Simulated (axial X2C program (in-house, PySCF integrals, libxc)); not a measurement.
# Which functional? An output for SbO⁺

An SCF output computed with an in-house relativistic program for diatomic molecules for SbO⁺ at 1.759 Å, two-component, state Ω = 0, Sb dyall-cv3z [11s12p8d4f1g], O dyall-av3z [7s6p3d2f] (cores contracted in-house), without its first line:

```
basis functions 178  fitting functions 933  grid points 5077
iter        total energy     max residual
   1      -6549.870190133     3.67e-01
   2      -6549.898430571     1.04e-02
   3      -6549.898235049     1.46e-02
   4      -6549.900728827     2.48e-03
   5      -6549.900867910     7.59e-04
   6      -6549.900893007     5.03e-04
   7      -6549.900910978     3.76e-04
   8      -6549.900921972     2.05e-04
   9      -6549.900926697     1.21e-04
  10      -6549.900928950     6.78e-05
  11      -6549.900929856     2.85e-05
  12      -6549.900929955     1.41e-05
  13      -6549.900929977     7.86e-06
  14      -6549.900929987     1.49e-06
  15      -6549.900929987     5.79e-07
converged
one-electron -9221.67683307  Coulomb 2730.06324403  exact exchange -177.25039352  xc functional 0.00000000  nuclear repulsion 122.74263903  atomic mean-field constant -3.77958646
```

Question: Which level of theory produced it?
A. PBE0
B. HF
C. B97-3

Answer: B. The exact-exchange term against the functional term shows a share of 1 of exact exchange.
